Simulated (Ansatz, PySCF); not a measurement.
C2H7BO3, SMILES OCB(O)CO. Atoms are numbered in the order given.

```xyz
13

O     -2.2031     0.8978     0.1757
C     -1.0781     0.3810    -0.5004
B      0.1395    -0.0334     0.4070
O     -0.0102     0.1986     1.7416
C      1.4577    -0.6790    -0.1900
O      1.4768    -0.8427    -1.6011
H     -1.9652     0.9818     1.1084
H     -0.7070     1.1109    -1.2588
H     -1.3590    -0.5046    -1.1089
H      0.7417    -0.0506     2.2944
H      1.5609    -1.6944     0.2403
H      2.3574    -0.1315     0.1769
H      1.3174     0.0192    -2.0053
```
Charge 0, spin multiplicity 1.

The structure is a stationary point at B3LYP-D3(BJ)/def2-SVP. The structure was generated by enumeration, and PubChem lists no compound with its InChIKey, so it may never have been made. Other conformers were not sampled.

Two levels are set side by side: PBE-D3(BJ)/def2-SVP (Ansatz, a program for electronic structure) and B3LYP-D3(BJ)/def2-SVP (Ansatz). Each level has its own optimised geometry; the coordinates shown are those of the second. Frequencies come from the Hessian of PySCF at each geometry. Differences are taken from unrounded values.

```tsv
quantity	B3LYP-D3(BJ)
mean bond length (Å)	1.225
bond O1–C2 (Å)	1.411
bond C2–B3 (Å)	1.574
bond B3–O4 (Å)	1.363
bond B3–C5 (Å)	1.585
bond C5–O6 (Å)	1.421
bond O1–H7 (Å)	0.966
bond C2–H8 (Å)	1.116
bond C2–H9 (Å)	1.111
bond O4–H10 (Å)	0.966
bond C5–H11 (Å)	1.108
bond C5–H12 (Å)	1.115
bond O6–H13 (Å)	0.965
highest harmonic wavenumber (cm⁻¹)	3831
mean harmonic wavenumber (cm⁻¹)	1361
zero-point energy (kcal/mol)	64.21
```

Task: What does PBE-D3(BJ) give, and how far is it from B3LYP-D3(BJ)? (Estimate from the structure and the level; the computed values follow.)

Result: 
| quantity | PBE-D3(BJ) | PBE-D3(BJ) minus B3LYP-D3(BJ) |
|---|---|---|
| mean bond length (Å) | 1.232 | 0.007 |
| bond O1–C2 (Å) | 1.413 | 0.002 |
| bond C2–B3 (Å) | 1.577 | 0.003 |
| bond B3–O4 (Å) | 1.372 | 0.009 |
| bond B3–C5 (Å) | 1.588 | 0.003 |
| bond C5–O6 (Å) | 1.425 | 0.004 |
| bond O1–H7 (Å) | 0.975 | 0.009 |
| bond C2–H8 (Å) | 1.126 | 0.010 |
| bond C2–H9 (Å) | 1.120 | 0.010 |
| bond O4–H10 (Å) | 0.975 | 0.009 |
| bond C5–H11 (Å) | 1.116 | 0.009 |
| bond C5–H12 (Å) | 1.125 | 0.010 |
| bond O6–H13 (Å) | 0.974 | 0.009 |
| highest harmonic wavenumber (cm⁻¹) | 3718 | -114 |
| mean harmonic wavenumber (cm⁻¹) | 1322 | -39 |
| zero-point energy (kcal/mol) | 62.35 | -1.86 |

Exact exchange shortens and stiffens bonds; PBE has none. Differences between two approximate levels are no errors against the true value.
